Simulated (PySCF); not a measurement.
Excitations are Tamm–Dancoff values on a coarser integration grid. The basis has no diffuse functions, so Rydberg states are missing or too high.

# H3GaO3, SMILES `[OH][Ga]([OH])[OH]` (charge 0, multiplicity 1)

These are TPSSh-D3(BJ)/def2-TZVP // PBE0-D3(BJ)/def2-TZVP (PySCF) values and carry that method's errors.

```
Item                                                                         Value
-------------------------------------------  -------------------------------------
HOMO                                                                      -7.93 eV
dipole moment                                                               2.68 D
LUMO                                                                      -1.33 eV
HOMO–LUMO gap                                                              6.60 eV
S1 excitation (TDA)                                                        6.00 eV
S1 oscillator strength                                                       0.000
brightest of the four lowest singlets (TDA)                                7.05 eV
T1 excitation (TDA)                                                        5.67 eV
S1–T1 gap (TDA)                                                            0.32 eV
total energy                                                          -58572.47 eV
cost                                         about 3 core-minutes (a rough figure)
```

```xyz
7

O      1.3217    -1.2446     0.0535
Ga    -0.1087    -0.1969    -0.0034
O     -1.6887    -0.9889    -0.0594
O     -0.0718     1.5855    -0.0080
H      2.1573    -0.7753     0.0826
H     -2.4120    -0.3583    -0.0887
H      0.8023     1.9785     0.0234
```
